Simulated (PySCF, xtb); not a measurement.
C3H6Cl2Si, SMILES C/C=C/[SiH](Cl)Cl. One conformer was computed; it need not be the lowest.

Harmonic wavenumbers (cm⁻¹) from GFN2-xTB in xtb at its own minimum, in rising order: 24, 86, 123, 141, 162, 241, 262, 374, 489, 507, 633, 642, 699, 791, 990, 1001, 1033, 1105, 1243, 1302, 1396, 1469, 1475, 1683, 2290, 3000, 3012, 3014, 3041, 3056.

### Question
What does PySCF with B3LYP-D3(BJ)/def2-SVP give at its own minimum? (The exact figures need the calculation; the answer reports its results.)

### Answer
54, 108, 132, 170, 196, 274, 289, 386, 533, 571, 757, 784, 819, 824, 956, 1008, 1062, 1096, 1243, 1331, 1389, 1449, 1451, 1694, 2268, 3019, 3083, 3108, 3131, 3137. Paired by order, the mean absolute difference is 42 cm⁻¹ and the zero-point energies are 50.4 and 51.9 kcal/mol.
